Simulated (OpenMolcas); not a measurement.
How basis sets differ on C2H4GaN (SMILES N=C=[CH][GaH2])

C2H4GaN: 8 atoms, total charge 0, spin state singlet. SMILES: `N=C=[CH][GaH2]`. The shape is that of a PBE0-D4/def2-TZVP optimisation.

```xyz
8

N     0.3369    2.0617   -0.8546
C     0.3656    1.1149   -0.0960
C     0.4723    0.0257    0.6228
Ga   -0.3813   -1.5936    0.0072
H    -0.4114    2.7406   -0.7702
H     1.0405    0.0739    1.5452
H    -0.2319   -2.8864    0.8763
H    -1.1906   -1.5368   -1.3307
```

Each level gives the dipole moment (D). The values are calculated.

```
                   level          kind     program  value (D)  CPU time
    HF/ANO-RCC-MB (DKH2)  Hartree–Fock  OpenMolcas       1.65     8.2 s
               HF/STO-3G  Hartree–Fock  OpenMolcas       1.51     3.6 s
HF/STO-3G (RICD fitting)  Hartree–Fock  OpenMolcas       1.52     2.8 s
                HF/3-21G  Hartree–Fock  OpenMolcas       1.86     4.6 s
             HF/def2-SVP  Hartree–Fock  OpenMolcas       1.64      16 s
```

All-electron rows without a relativistic Hamiltonian named are non-relativistic. The values span 1.51 to 1.86 D. Magnitudes only. Sets without polarisation functions give poor dipoles. CPU times are rough (shared hosts, several kinds of processor and program).
